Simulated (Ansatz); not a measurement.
Basis-set extrapolation for C2H2F4O, SMILES `FC(F)OC(F)F` (PBE0-D4/def2-TZVP geometry, frozen core, Ansatz 0.2.0). Multiplicity 1, RHF reference.

|  | def2-TZVPP | def2-QZVPP |
| --- | --- | --- |
| HF | -549.768700 | -549.792528 |
| MP2 correlation | -1.542760 | -1.679911 |
| CCSD(T) correlation | -1.605756 | not run |

Energies in hartree. Use E(X) = E(∞) + A·exp(−7.88·√X) for Hartree–Fock and E(X) = E(∞) + B·X^(−2.97) for correlation, with X = 3 and 4, and add CCSD(T) minus MP2 of the smaller set to the MP2 limit.

Task: What is the CCSD(T) energy at the basis-set limit?

Result: HF limit: -549.792528 + (-0.023828) × 0.13774 = -549.79581. MP2 limit: -1.679911 + (-0.137151) × 0.74074 = -1.78150. Higher-order term: -1.605756 − (-1.542760) = -0.06300. Total: -551.64031 hartree, 698.0 kJ/mol below CCSD(T)/def2-TZVPP.
